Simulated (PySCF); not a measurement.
What an electron can do to CuBr

r²SCAN in PySCF with def2-TZVPPD on every atom, for the lowest determinant that a PBE0 search found; no spin–orbit coupling.

```json
{"species": "CuBr", "state (unpaired electrons)": "singlet (closed shell)", "Re (Å)": "2.183", "ωe (cm⁻¹)": "313", "energy of the minimum from the neutral (eV)": "0.00", "De (eV)": "3.51", "dissociates to": "Cu (3d10 4s1) + Br"}
{"species": "CuBr⁺", "state (unpaired electrons)": "doublet (π ↑)", "Re (Å)": "2.204", "ωe (cm⁻¹)": "291", "energy of the minimum from the neutral (eV)": "9.53", "De (eV)": "2.02", "dissociates to": "Cu⁺ (3d10) + Br"}
{"species": "CuBr⁻", "state (unpaired electrons)": "doublet (σ ↑)", "Re (Å)": "2.323", "ωe (cm⁻¹)": "220", "energy of the minimum from the neutral (eV)": "-1.51", "De (eV)": "1.50", "dissociates to": "Cu (3d10 4s1) + Br⁻"}
```

Problem. Work out the lowest energy to break CuBr into atoms, from its vibrational ground state.

Solution. D0 = De − ωe/2 = 3.51 − 0.02 = 3.49 eV (r²SCAN/def2-TZVPPD).

Problem. Work out the ionisation energy of the Cu atom at this level and the threshold of dissociative ionisation.

Solution. IE(Cu) = 9.53 + 2.02 − 3.51 = 8.04 eV, so Cu⁺ (3d10) + Br + e⁻ appears at D0 + IE(Cu) = 11.53 eV (r²SCAN/def2-TZVPPD). The measured IE(Cu) is 7.726 eV (NIST ASD).

Problem. Work out the electron affinity of the Br atom and the threshold of dissociative attachment.

Solution. EA(Br) = 3.51 − 1.50 − (-1.51) = 3.52 eV, so Cu (3d10 4s1) + Br⁻ needs D0 − EA(Br) = -0.03 eV (negative: it is exothermic at zero electron energy) (r²SCAN/def2-TZVPPD). The measured EA(Br) is 3.364 eV.

Problem. At which energy does ion-pair formation open?

Solution. Cu⁺ + Br⁻ lies at D0 + IE(Cu) − EA(Br) = 8.01 eV (r²SCAN/def2-TZVPPD).

These are thermodynamic thresholds; the onsets seen under electron impact lie higher where the geometry changes, and cross-sections peak well above them.

For an ion De counts to the pair picked by the measured ionisation energies or electron affinities, which need not be the lowest pair at this level. The highest Kohn–Sham level is positive in this anion. Much of that is self-interaction error, but it also means that the finite basis helps to hold the extra electron.
